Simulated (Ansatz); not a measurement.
```yaml
crystal:
  periodic: [false, false, false]
  atoms:
    - {symbol: Rb, position_ang: [0.411497, 1.949808, 0.042729]}
    - {symbol: Rb, position_ang: [-0.199771, -1.964035, -0.057650]}
    - {symbol: H, position_ang: [1.691775, -0.184837, -0.006057]}
    - {symbol: H, position_ang: [-1.677658, 0.244833, 0.007190]}
basis:
  gaussian: {orbitals: def2-mTZVPP}
hamiltonian: {xc: {name: rPW86-PBE}}
scf: {omitted_lower_state_checks: [starts]}
output: {forces: true}
```

```sh
$ ansatz run in.yaml --threads 4 --pin off --events-out ev --progress --plain --max-ram 3916MiB
```

Output, abridged:

```
Functional definition: rPW86-PBE
764 factors; their error is unknown
mean field evaluation 1: about -1343.2171 eV, gradient 2.4e1 eV
mean field evaluation 2: about -1318.8864 eV, gradient 4.6e1 eV
mean field evaluation 4: about -1346.1058 eV, gradient 5.5e0 eV
mean field evaluation 8: about -1346.3100 eV, gradient 3.0e-2 eV
mean field -1346.30827518 eV, -49.4759165524 hartree, gradient 8.3e-5 eV, S^2 0.000000; 0 other end points of the search recorded, 0 dependent functions left out
reference -1346.30842214 eV, -49.4759219532 hartree; 10, 10 occupied and 66, 66 virtual orbitals, 764 factors
Total energy: -1346.30842214 eV, -49.4759219532 hartree
Atom 0 at     0.411497     1.949808     0.042729 Å, force    -0.216511     0.123394     0.005250 eV/Å
Atom 1 at    -0.199771    -1.964035    -0.057650 Å, force    -0.071629     0.068293     0.004228 eV/Å
Atom 2 at     1.691775    -0.184837    -0.006057 Å, force     0.274527    -0.204071    -0.007094 eV/Å
Atom 3 at    -1.677658     0.244833     0.007190 Å, force     0.013614     0.012383    -0.002384 eV/Å
Dipole moment:     0.146561    -0.052582    -0.010082 e Å
Checks for a lower state left out: starts
```

Hardware: 4 threads of Intel Xeon on a shared host. Wall time 1.9 s.

In the def2 sets Rb takes a core potential; there is no spin–orbit coupling.
